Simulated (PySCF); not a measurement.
I$_{2}$Pb, charge +1, doublet, geometry from GFN2-xTB (such geometries of metal compounds can be far from the true shape) (a state made from the parent by changing its charge; the spin is typed, not shown lowest) (core potentials on I, Pb). Base run: B3LYP/def2-SVP in PySCF.

PySCF was given this input:
```python
from pyscf import gto, scf, dft, solvent

mol = gto.Mole()
mol.atom = '''
    Pb    0.02578646    0.00851649    1.23032044
    I     0.85512609   -1.53936970   -0.95948795
    I    -0.89502213    1.52619324   -0.94402670
'''
mol.basis = 'def2-svp'
mol.ecp = {'I': 'def2-svp', 'Pb': 'def2-svp'}
mol.charge = 1
mol.spin = 1
mol.verbose = 3
mol.build()

mf = dft.UKS(mol)
mf.xc = 'b3lyp'
mf.kernel()
```

Variants of this job, named by their change:

```json
[
 {"change": "base", "ΔE vs base (kJ/mol)": "0.00"},
 {"change": "model = ddCOSMO; solvent = acetonitrile", "ΔE vs base (kJ/mol)": "-250.9"},
 {"change": "model = IEF-PCM; solvent = acetonitrile; vdw_scale = 1.1", "ΔE vs base (kJ/mol)": "-277.1"},
 {"change": "model = IEF-PCM; solvent = acetonitrile", "ΔE vs base (kJ/mol)": "-242.2"},
 {"change": "model = IEF-PCM; solvent = acetonitrile; lebedev_order = 41", "ΔE vs base (kJ/mol)": "-242.2"},
 {"change": "model = IEF-PCM; solvent = acetonitrile; vdw_scale = 1.4", "ΔE vs base (kJ/mol)": "-200.2"},
 {"change": "model = IEF-PCM; solvent = acetonitrile; vdw_scale = 1.0", "ΔE vs base (kJ/mol)": "-331.3"},
 {"change": "model = COSMO; solvent = acetonitrile", "ΔE vs base (kJ/mol)": "-239.0"},
 {"change": "model = IEF-PCM; solvent = acetonitrile; lebedev_order = 11", "ΔE vs base (kJ/mol)": "-242.9"},
 {"change": "model = IEF-PCM; solvent = water", "ΔE vs base (kJ/mol)": "-246.4"},
 {"change": "model = IEF-PCM; solvent = tetrahydrofuran", "ΔE vs base (kJ/mol)": "-213.3"},
 {"change": "model = SS(V)PE; solvent = acetonitrile", "ΔE vs base (kJ/mol)": "-236.1"}
]
```

The base is the gas phase, so ΔE is the electrostatic part of solvation at a fixed geometry, without cavity and dispersion terms.

Open shells are given as the SCF converged; they aren't shown to be the lowest states, and a large step between rows can be another state.
